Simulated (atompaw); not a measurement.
# Pseudopotential generation for rhenium (Re): PAW (atompaw), LDA (PW92), scalar-relativistic.

* Element: rhenium (Re)
* Generator: atompaw 4.2.0.5
* Type: PAW
* Functional: LDA (PW92)
* Relativity: scalar-relativistic
* Frozen core: [Xe] 4f14
* Valence charge: 7
* Reference configuration: 5d5 6s1.5 6p0 (charge +0.5)
* Partial waves: 6s (bound): rc 2.60 bohr; 6s channel at 4.65 Ry: rc 2.60 bohr; 6p (bound, empty): rc 3.00 bohr; 6p channel at 0.2 Ry: rc 3.00 bohr; 5d (bound): rc 2.25 bohr; 5d channel at 0.05 Ry: rc 2.25 bohr
* Local potential: bessel scheme, radius 2.95 bohr
* Core correction: smooth core density matched at 1.60 bohr
* Augmentation charge: sinc compensation charge, radius 2.90 bohr; PAW radius 3.00 bohr; waves and projectors: custom polynom2 7 10 vanderbiltortho

All-electron outer shells of the reference configuration (LDA (PW92), scalar-relativistic, ld1.x):

```
shell  level (eV)  outermost node (bohr)  outermost maximum (bohr)
   4f      -46.37                      –                      0.41
   6s       -9.48                   1.24                      2.51
   5d       -9.26                   0.62                      1.43
   6p       -4.18                   1.48                      3.39
```

Estimate the cutoffs (Ry, on a coarse ladder) from which the occupation-weighted sum of valence levels, in a spherical-Bessel basis at the reference potential, stays within 10 and 1 mRy of its value at 400 Ry.

15 Ry and 40 Ry.

Does the potential have ghost states?

No extra level below or beside the all-electron valence levels (s, p, d, f tested).

Is the overlap operator S = 1 + Σ q|β⟩⟨β| positive definite (Bessel basis up to 400 Ry)?

Yes: its lowest eigenvalue is 0.74 (s channel).

Which valence shell sets the plane-wave cutoff?

5d: its level needs 21 Ry to come within 1 mRy, against 10 Ry for 6s.
